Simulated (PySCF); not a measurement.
B(F)2(Et) (C2H5BF2), SMILES B(F)(F)CC. Atoms are numbered in the order given.

```xyz
10

B      0.0124     0.6069     0.0000
F     -1.3071     0.6975     0.0000
F      0.6722     1.7540     0.0000
C      0.7618    -0.7628     0.0000
C     -0.1215    -2.0033     0.0000
H      1.4443    -0.7552     0.8701
H      1.4443    -0.7552    -0.8701
H     -0.7761    -2.0310    -0.8843
H     -0.7761    -2.0310     0.8843
H      0.4740    -2.9285     0.0000
```

The structure is a stationary point at PBE0-D3(BJ)/def2-SVP. The values are those of a single conformer.

The numbers are results of M06-2X/def2-TZVP (PySCF), not measurements.

Gas-phase values at a fixed geometry.

total energy: -303.90583 hartree
point group: Cs
highest occupied level: -10.79 eV
lowest empty level: 1.16 eV
orbital gap: 11.94 eV
dipole moment: 1.73 D
quadrupole, principal values (traceless, Buckingham form, about the centre of nuclear charge): -3.19, -0.87, 4.06 D·Å
mean static polarisability: 37.1 bohr³ (5.50 Å³)
polarisability, principal values: 32.6, 37.5, 41.3 bohr³
